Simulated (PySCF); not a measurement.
Relaxation of singlet SI2

Method: PySCF, PBE, basis S def2-SVP, I def2-SVP with ECP28 (scalar-relativistic core potentials, no spin–orbit coupling, density fitting). A (50,194) grid was used.

A hand-made bent start, of C2v symmetry, held to at least that symmetry:

```xyz
3
charge 0 multiplicity 1, angstrom
S     0.0000    0.0000   -1.2022
I     1.9332    0.0000    0.1514
I    -1.9332    0.0000    0.1514
```

(1) What forces act on the atoms at the start (eV/Å)?

(2) What does it relax to?

(3) How much energy is released, and in how many steps?

## Answers

(1) 
```tsv
atom	Fx	Fy	Fz
S1	0.00	0.00	-1.33
I2	0.90	0.00	0.66
I3	-0.90	0.00	0.66
```

(2) It ends at C2v with S–I 2.443 Å (×2); I–S–I 108.1°. A frequency run shows a minimum. Other isomers or separated fragments may lie lower.

(3) 8.5 kJ/mol in 5 steps.

The relaxation took of the order of 21 core-seconds on a shared host.
